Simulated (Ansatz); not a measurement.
Steps of a relaxation of `N[Si](N)([SiH3])[SiH3]` with RKS PBE0-D4/def2-TZVP.

```sh
$ ansatz run in.yaml --threads 2 --pin off --events-out ev --progress --plain --max-ram 22528MiB --backend cuda --devices 0, --max-vram 18GiB
```

```yaml
crystal:
  periodic: [false, false, false]
  atoms:
    - {symbol: N, position_ang: [-1.403340, -0.764600, 1.084430]}
    - {symbol: Si, position_ang: [-0.139000, -0.240090, 0.010510]}
    - {symbol: N, position_ang: [0.000750, -1.655580, -0.991310]}
    - {symbol: Si, position_ang: [-0.712250, 1.442420, -1.493120]}
    - {symbol: Si, position_ang: [1.655530, 0.186370, 1.432220]}
    - {symbol: H, position_ang: [-1.712700, -0.134520, 1.805900]}
    - {symbol: H, position_ang: [-2.203740, -1.220880, 0.675970]}
    - {symbol: H, position_ang: [0.668860, -1.646450, -1.744320]}
    - {symbol: H, position_ang: [0.029000, -2.552540, -0.532490]}
    - {symbol: H, position_ang: [-1.607440, 1.066260, -2.593710]}
    - {symbol: H, position_ang: [0.474040, 2.031070, -2.128460]}
    - {symbol: H, position_ang: [-1.392450, 2.554550, -0.813100]}
    - {symbol: H, position_ang: [1.797260, 1.625710, 1.690460]}
    - {symbol: H, position_ang: [1.610670, -0.453150, 2.752110]}
    - {symbol: H, position_ang: [2.934810, -0.238590, 0.844920]}
basis:
  gaussian: {orbitals: def2-TZVP}
hamiltonian: {xc: pbe0, dispersion: d4}
relax: {f_tol: 0.005, max_steps: 150}
```

Positions (Å) and forces (eV/Å) along the path, 9 of 25 steps:

```xyz
15
step=1 energy=-26765.8624 eV
N    -1.403   -0.765    1.084    0.086    0.282   -0.006
Si   -0.139   -0.240    0.011   -0.740   -1.243    0.017
N     0.001   -1.656   -0.991    0.196    0.215   -0.018
Si   -0.712    1.442   -1.493    0.143    0.389    0.008
Si    1.656    0.186    1.432    0.279    0.344   -0.008
H    -1.713   -0.135    1.806    0.015    0.014    0.185
H    -2.204   -1.221    0.676   -0.077   -0.002   -0.166
H     0.669   -1.646   -1.744    0.007    0.006   -0.167
H     0.029   -2.553   -0.532    0.037   -0.058    0.155
H    -1.607    1.066   -2.594   -0.248   -0.389   -0.207
H     0.474    2.031   -2.128    0.417    0.142   -0.174
H    -1.392    2.555   -0.813   -0.138    0.267    0.323
H     1.797    1.626    1.690    0.013    0.461    0.064
H     1.611   -0.453    2.752   -0.263   -0.292    0.313
H     2.935   -0.239    0.845    0.272   -0.134   -0.318
15
step=4 energy=-26766.0532 eV
N    -1.520   -0.729    1.032    0.498    0.210    0.183
Si   -0.185   -0.328    0.007   -0.376   -0.267    0.105
N     0.073   -1.737   -0.951   -0.053    0.281   -0.055
Si   -0.620    1.447   -1.480    0.027    0.023   -0.012
Si    1.612    0.272    1.412    0.017    0.006    0.005
H    -1.609   -0.375    1.974   -0.019   -0.042   -0.204
H    -2.393   -1.030    0.642   -0.181   -0.020   -0.049
H     0.467   -1.690   -1.876    0.045   -0.037    0.022
H     0.254   -2.615   -0.495    0.058   -0.131   -0.011
H    -1.605    1.062   -2.532   -0.002   -0.012    0.000
H     0.610    1.936   -2.166    0.007   -0.006   -0.013
H    -1.194    2.592   -0.716    0.026   -0.026    0.006
H     1.639    1.730    1.719   -0.017    0.005    0.009
H     1.583   -0.469    2.706   -0.005   -0.006    0.015
H     2.891   -0.067    0.724   -0.025    0.020   -0.001
15
step=5 energy=-26766.0680 eV
N    -1.501   -0.753    1.053   -0.222   -0.020    0.110
Si   -0.199   -0.344    0.010    0.058    0.098   -0.008
N     0.056   -1.734   -0.966    0.088   -0.197   -0.109
Si   -0.609    1.436   -1.480    0.001   -0.002   -0.018
Si    1.595    0.275    1.415    0.003    0.006    0.011
H    -1.637   -0.310    1.948    0.089   -0.015   -0.080
H    -2.382   -1.046    0.655    0.055    0.021    0.009
H     0.519   -1.687   -1.861   -0.056    0.077    0.091
H     0.235   -2.620   -0.515   -0.013    0.032   -0.013
H    -1.652    1.085   -2.486   -0.008    0.002    0.008
H     0.613    1.854   -2.226    0.009   -0.010    0.005
H    -1.091    2.616   -0.708    0.008    0.004    0.003
H     1.555    1.719    1.788   -0.013   -0.011    0.000
H     1.621   -0.520    2.677   -0.002   -0.002   -0.004
H     2.877    0.030    0.696    0.003    0.018   -0.006
15
step=7 energy=-26766.0745 eV rejected
N    -1.529   -0.745    1.051    0.032    0.076    0.128
Si   -0.211   -0.368    0.012   -0.007   -0.012   -0.007
N     0.065   -1.760   -0.962    0.009    0.083   -0.064
Si   -0.572    1.404   -1.499    0.003    0.128   -0.046
Si    1.557    0.290    1.429    0.184    0.089    0.066
H    -1.594   -0.322    1.966   -0.039   -0.068   -0.135
H    -2.436   -0.965    0.670    0.013    0.015    0.030
H     0.527   -1.671   -1.853   -0.016   -0.050    0.053
H     0.247   -2.652   -0.530    0.022   -0.016   -0.007
H    -1.736    1.136   -2.404    0.100    0.035    0.069
H     0.634    1.656   -2.356   -0.140   -0.022    0.074
H    -0.857    2.661   -0.730    0.036   -0.155   -0.107
H     1.327    1.671    1.987    0.052   -0.251   -0.072
H     1.740   -0.657    2.583   -0.001    0.147   -0.155
H     2.839    0.324    0.636   -0.249   -0.001    0.171
15
step=12 energy=-26766.0890 eV
N    -1.531   -0.719    1.048   -0.095    0.030    0.058
Si   -0.205   -0.350    0.016   -0.015   -0.023    0.002
N     0.067   -1.753   -0.941    0.079   -0.081   -0.076
Si   -0.567    1.395   -1.522    0.004   -0.008    0.002
Si    1.555    0.283    1.445   -0.003   -0.003    0.003
H    -1.628   -0.270    1.944    0.021    0.001   -0.013
H    -2.434   -0.942    0.654    0.046   -0.008   -0.003
H     0.531   -1.683   -1.833   -0.019    0.027    0.014
H     0.276   -2.635   -0.496   -0.031    0.037    0.017
H    -1.776    1.140   -2.356   -0.003    0.008   -0.004
H     0.593    1.577   -2.441   -0.001    0.005   -0.009
H    -0.773    2.675   -0.789    0.003    0.005   -0.005
H     1.264    1.562    2.153    0.003    0.002    0.011
H     1.833   -0.759    2.476    0.010   -0.001    0.000
H     2.795    0.479    0.642    0.002    0.008    0.003
15
step=13 energy=-26766.0910 eV
N    -1.534   -0.713    1.048   -0.079    0.044    0.074
Si   -0.205   -0.348    0.017   -0.009   -0.027    0.006
N     0.070   -1.755   -0.936    0.062   -0.070   -0.056
Si   -0.563    1.390   -1.531   -0.003    0.026   -0.021
Si    1.552    0.281    1.452    0.039    0.013    0.033
H    -1.642   -0.244    1.934    0.033   -0.017   -0.046
H    -2.431   -0.949    0.651    0.026   -0.010   -0.013
H     0.542   -1.689   -1.824   -0.020    0.035    0.008
H     0.271   -2.636   -0.487   -0.026    0.026    0.025
H    -1.795    1.156   -2.339    0.003   -0.004    0.010
H     0.577    1.547   -2.481   -0.004   -0.007    0.011
H    -0.731    2.682   -0.807    0.007   -0.007   -0.003
H     1.237    1.525    2.216    0.006   -0.029   -0.016
H     1.874   -0.791    2.441   -0.009    0.021   -0.031
H     2.779    0.542    0.644   -0.025    0.005    0.018
15
step=14 energy=-26766.0908 eV rejected
N    -1.539   -0.700    1.046   -0.058    0.068    0.126
Si   -0.204   -0.343    0.018   -0.009    0.002   -0.007
N     0.074   -1.756   -0.926    0.033   -0.053   -0.027
Si   -0.558    1.386   -1.542    0.011    0.017   -0.028
Si    1.552    0.282    1.459    0.084    0.037    0.100
H    -1.667   -0.200    1.914    0.046   -0.063   -0.112
H    -2.426   -0.959    0.642    0.017   -0.003   -0.012
H     0.554   -1.698   -1.810   -0.020    0.040    0.004
H     0.262   -2.636   -0.470   -0.014    0.012    0.026
H    -1.827    1.171   -2.301    0.043    0.017    0.021
H     0.559    1.485   -2.532   -0.052    0.006    0.037
H    -0.660    2.696   -0.833    0.007   -0.043   -0.034
H     1.188    1.461    2.315    0.048   -0.130   -0.087
H     1.936   -0.847    2.369   -0.026    0.124   -0.091
H     2.755    0.658    0.650   -0.110   -0.030    0.084
15
step=17 energy=-26766.0938 eV
N    -1.542   -0.698    1.049    0.020    0.006   -0.020
Si   -0.208   -0.349    0.018   -0.005   -0.008   -0.001
N     0.075   -1.761   -0.927   -0.009    0.022    0.023
Si   -0.552    1.381   -1.543   -0.004    0.020   -0.013
Si    1.545    0.284    1.460    0.040    0.016    0.032
H    -1.652   -0.215    1.925   -0.004   -0.002   -0.003
H    -2.434   -0.951    0.650   -0.002    0.002    0.008
H     0.531   -1.693   -1.822    0.003   -0.004    0.001
H     0.277   -2.638   -0.472    0.003   -0.007   -0.008
H    -1.817    1.176   -2.307    0.009    0.002    0.006
H     0.563    1.488   -2.530   -0.009   -0.013    0.011
H    -0.652    2.690   -0.836    0.000   -0.015   -0.001
H     1.184    1.458    2.311    0.002   -0.041   -0.026
H     1.937   -0.834    2.370   -0.008    0.030   -0.028
H     2.744    0.662    0.655   -0.036   -0.010    0.020
15
step=25 energy=-26766.0954 eV
N    -1.546   -0.682    1.051   -0.003    0.001    0.002
Si   -0.210   -0.348    0.019    0.002   -0.001   -0.001
N     0.070   -1.766   -0.916    0.002   -0.004   -0.002
Si   -0.535    1.370   -1.560    0.000    0.001    0.001
Si    1.536    0.289    1.468    0.002    0.002    0.002
H    -1.657   -0.186    1.920    0.002    0.000    0.000
H    -2.437   -0.943    0.657    0.001    0.000   -0.001
H     0.517   -1.704   -1.815   -0.001    0.002    0.000
H     0.275   -2.641   -0.459   -0.001    0.001    0.002
H    -1.832    1.210   -2.279    0.000    0.000    0.000
H     0.552    1.401   -2.582    0.000    0.000    0.001
H    -0.551    2.693   -0.876    0.000    0.000   -0.001
H     1.105    1.347    2.428    0.001   -0.001   -0.001
H     2.035   -0.871    2.262   -0.001    0.001   -0.002
H     2.679    0.830    0.680   -0.002   -0.001    0.001
```

It took 54 s on 2 threads of an AMD EPYC 7R13 on a shared host and a share of an NVIDIA H100 80 GB, with 0.92 GiB of host memory at the peak.
